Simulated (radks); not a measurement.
Results of a calculation; reference values are marked as such.
All-electron atom: Dy+ in [Xe] 4f10 6s1. Level of theory: Dirac Kohn-Sham, SOGGA, spin-unpolarised, spherical densities, finite nucleus; open shells fill j = l - 1/2 first; Fermi nuclear charge, rms radius 5.2218 fm (a radial shooting solver on a logarithmic mesh with Libxc functionals).

Unscreened Slater integrals over Kohn-Sham orbitals (hartree). Large and small components are both included.

\begin{tabular}{lr}
integral & value \\ \hline
F0(6s1/2,6s1/2) & 0.24209 \\
F0(6s1/2,4f7/2) & 0.31470 \\
G3(6s1/2,4f7/2) & 0.012558 \\
F0(6s1/2,4f5/2) & 0.31513 \\
G3(6s1/2,4f5/2) & 0.012021 \\
F0(6s1/2,5p3/2) & 0.30075 \\
G1(6s1/2,5p3/2) & 0.025223 \\
F0(4f7/2,4f7/2) & 1.0754 \\
F2(4f7/2,4f7/2) & 0.49291 \\
F4(4f7/2,4f7/2) & 0.30596 \\
F6(4f7/2,4f7/2) & 0.21922 \\
F0(4f7/2,4f5/2) & 1.0861 \\
F2(4f7/2,4f5/2) & 0.49861 \\
F4(4f7/2,4f5/2) & 0.30964 \\
G2(4f7/2,4f5/2) & 0.49744 \\
G4(4f7/2,4f5/2) & 0.30895 \\
G6(4f7/2,4f5/2) & 0.22141 \\
F0(4f7/2,5p3/2) & 0.68237 \\
F2(4f7/2,5p3/2) & 0.23332 \\
G2(4f7/2,5p3/2) & 0.12949 \\
G4(4f7/2,5p3/2) & 0.097373 \\
F0(4f5/2,4f5/2) & 1.0970 \\
F2(4f5/2,4f5/2) & 0.50452 \\
F4(4f5/2,4f5/2) & 0.31347 \\
F0(4f5/2,5p3/2) & 0.68548 \\
F2(4f5/2,5p3/2) & 0.23158 \\
G2(4f5/2,5p3/2) & 0.12610 \\
G4(4f5/2,5p3/2) & 0.095260 \\
F0(5p3/2,5p3/2) & 0.57207 \\
F2(5p3/2,5p3/2) & 0.30643 \\
\end{tabular}
